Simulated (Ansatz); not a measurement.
Z-matrix (Å, degrees):
```
C
Se 1 1.957
H 1 1.088 2 110.0
H 1 1.088 2 106.9 3 118.8
H 1 1.088 2 110.2 3 -122.2
Si 2 2.275 1 96.7 3 56.5
N 6 1.712 2 116.1 1 -60.5
H 6 1.484 2 102.8 1 177.6
H 6 1.486 2 110.1 1 58.5
H 7 1.007 6 121.8 2 -54.0
H 7 1.006 6 120.4 2 97.0
```

Charge 0, multiplicity 1.

Q: List the B3LYP/def2-TZVPP orbital energies in eV (the Gaussian-basis code of Ansatz). (An estimate is asked.)

A: Computed: Occupied: -12350.46, -1799.40, -1579.79, -1417.96, -1417.93, -1417.88, -389.18, -277.47, -212.10, -156.18, -156.06, -155.91, -143.84, -99.18, -99.16, -99.14, -56.95, -56.93, -56.80, -56.70, -56.69, -23.35, -20.45, -17.21, -14.41, -13.71, -11.80, -11.70, -11.00, -9.83, -9.19, -8.50, -7.14, -6.20. Lowest empty: -0.11, 0.33, 0.79, 1.49, 1.75, 1.89, 2.29, 2.61.

B3LYP here is the variant with VWN-RPA as its local correlation; programs differ in this.
